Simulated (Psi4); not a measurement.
C3H8NO (SMILES C[NH+](C)C=O), charge +1, singlet, at a GFN2-xTB geometry. Base run: Psi4 with MP2/6-31G*.

The Psi4 input:
```
memory 2 GB

molecule {
1 1
C    -0.45593140    1.59021438   -0.29242627
N    -0.24511535    0.31638852    0.42927954
C    -1.30259318   -0.67131569    0.13767971
C     1.13289152   -0.23058456    0.08481430
O     1.25585418   -1.29125638   -0.38702019
H    -0.43899696    1.40769852   -1.36618882
H     0.32074346    2.31103449   -0.04154625
H    -1.42310679    2.01353076   -0.02598417
H    -0.24897950    0.51546674    1.43885552
H    -1.31223610   -0.89196743   -0.92867246
H    -1.11147160   -1.59697448    0.67834891
H    -2.27288452   -0.27783238    0.43159418
H     1.90970456    0.50449036    0.32439139
}

set {
  basis 6-31g*
}

energy('mp2')
print_variables()
```

Each row names what was changed in the base input (with any setting that the change needs).

```csv
change,ΔE vs base (kcal/mol),MP2 correlation (Eh),basis functions,core-seconds (rough)
base,0.000,-0.74468,91,4
method = dlpno-mp2,0.177,-0.74440,91,10
method = fno-ccsd(t),-42.26,-0.74500,91,200
freeze_core = on,13.07,-0.72386,91,3
method = omp2,-6.67,-0.74468,91,10
method = cepa(1),-31.89,-0.74500,91,50
method = mp3,-17.90,-0.74468,91,9
method = ccsd(t),-42.26,-0.74500,91,200
method = mp4,-43.33,-0.74500,91,100
method = ccsd,-27.42,-0.74500,91,90
```
